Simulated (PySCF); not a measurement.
SMILES BCCC(F)(F)F, GFN2-xTB optimised geometry.

```
13

B      1.73     0.44    -1.35
C      0.17     0.37    -1.24
C     -0.39    -0.35     0.00
C     -1.90    -0.35     0.00
F     -2.42     0.89     0.00
F     -2.42    -0.97    -1.07
F     -2.41    -0.97     1.08
H      2.19     0.97    -2.29
H      2.42    -0.02    -0.53
H     -0.24     1.39    -1.27
H     -0.24    -0.11    -2.13
H     -0.06     0.15     0.92
H     -0.06    -1.39     0.03
```

Density from PBE0/def2-TZVP run with PySCF at that geometry.

Minimum of the electron density along straight lines between bonded atoms, close to the bond critical point (lines longer than 1.1 times the sum of covalent radii, or with two minima, are not listed):

```
bond    length / Å  ρ at the minimum / e bohr⁻³  ∇²ρ there / e bohr⁻⁵  position (fraction from the first atom)
------  ----------  ---------------------------  --------------------  ---------------------------------------
B1–C2        1.568                        0.188                 -0.28                                     0.33
C2–C3        1.532                        0.241                 -0.58                                     0.49
C3–C4        1.514                        0.267                 -0.72                                     0.46
C4–F5        1.343                        0.282                 -0.43                                     0.34
C4–F6        1.343                        0.282                 -0.43                                     0.34
C4–F7        1.345                        0.282                 -0.46                                     0.34
B1–H8        1.167                        0.195                 -0.35                                     0.44
B1–H9        1.168                        0.194                 -0.35                                     0.44
C2–H10       1.095                        0.270                 -0.89                                     0.64
C2–H11       1.095                        0.270                 -0.90                                     0.64
C3–H12       1.091                        0.280                 -0.97                                     0.64
C3–H13       1.091                        0.280                 -0.97                                     0.64
```
